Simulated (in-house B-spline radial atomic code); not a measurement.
Ce X (Ce9+): [Kr] 4d10 5s2 5p1 (with a hole in an inner shell)

Level of theory: Dirac-Hartree-Fock, average of configuration, Fermi nucleus of rms radius 4.8771 fm; calculated with an all-electron radial atomic-structure program (B-spline basis).

Screening seen three ways: the hydrogenic charge with the same mean radius, Z_r = [3n² - l(l+1)]/(2<r>), the one with the same energy, Z_e = n√(-2ε), and Slater's rules. Values are occupation-weighted means over j. An effective charge above Z reflects the relativistic contraction of the inner shells.

| shell | electrons | ε (eV) | <r> (bohr) | Z_r | Z_e | Slater |
| --- | --- | --- | --- | --- | --- | --- |
| 1s | 2 | -40814 | 0.02457 | 61.05 | 54.77 | 57.70 |
| 2s | 2 | -6755.6 | 0.1046 | 57.35 | 44.57 | 53.85 |
| 2p | 6 | -6070.3 | 0.09215 | 54.26 | 42.24 | 53.85 |
| 3s | 2 | -1606.3 | 0.277 | 48.74 | 32.60 | 46.75 |
| 3p | 6 | -1381.5 | 0.2752 | 45.43 | 30.23 | 46.75 |
| 3d | 10 | -1056.3 | 0.2527 | 41.55 | 26.43 | 36.85 |
| 4s | 2 | -447.85 | 0.6325 | 37.94 | 22.95 | 30.25 |
| 4p | 6 | -370.46 | 0.6679 | 34.44 | 20.87 | 30.25 |
| 4d | 10 | -254.66 | 0.7271 | 28.88 | 17.31 | 18.85 |
| 5s | 2 | -157.9 | 1.368 | 27.42 | 17.03 | 14.00 |
| 5p | 1 | -137.46 | 1.484 | 24.59 | 15.89 | 14.00 |

The least bound orbital is 5p3/2 at -136.1 eV, and it is also the most diffuse (<r> = 1.499 bohr).

Spin-orbit splittings of the orbital energies (j = l + 1/2 above j = l - 1/2 when positive): 2p 448.1 eV, 3p 90.17 eV, 3d 19.08 eV, 4p 19.87 eV, 4d 3.569 eV, 5p 4.196 eV.

For the 1s electron the small component carries 4.61 % of the norm, the zero-frequency Breit interaction raises the level by 109.5 eV, self-energy by 63.98 eV, and vacuum polarisation lowers it by 9.53 eV.
